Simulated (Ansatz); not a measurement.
Consider the formal exchange of groups at the Al–Br bond: `[SiH3][O][AlH][Br]` + SiH₄ → `[SiH3][O][AlH][SiH3]` + HBr.

Calculated with Ansatz (gas phase, PBE0-D4/def2-TZVP geometries, no zero-point term in ΔE). CCSD(T)/CBS is the MP2 limit (def2-TZVPP, def2-QZVPP) plus CCSD(T) − MP2 in def2-TZVPP, frozen cores. This one scheme is used for every species. Functionals use def2-TZVPP. For Br outer-core shells are correlated without core-valence functions, which leaves a few kJ/mol of doubt a bond. Scalar relativity is left out up to krypton. Each species was taken in one conformer, which may not be the lowest.

CCSD(T)/CBS gives +1.73 eV.

(1) Another level gave +1.69 eV. Which?
A. ωB97X-V/def2-TZVPP
B. PBE/def2-TZVPP
C. SCS-MP2/def2-TZVPP
D. HF/def2-TZVPP

Largest T1 diagnostic among the species: 0.013.

## Answers

(1) A. ωB97X-V 1.69, PBE 1.52, SCS-MP2/def2-TZVPP 1.81, HF/def2-TZVPP 1.93 eV.

From PBE to PBE0 (25 % exact exchange), in def2-TZVPP and without D4, ΔE moves by +0.09 eV. In def2-TZVPP, CCSD(T) changes the Hartree–Fock value by −0.23 eV (the triples alone add −0.02 eV) and MP2 by −0.10 eV.
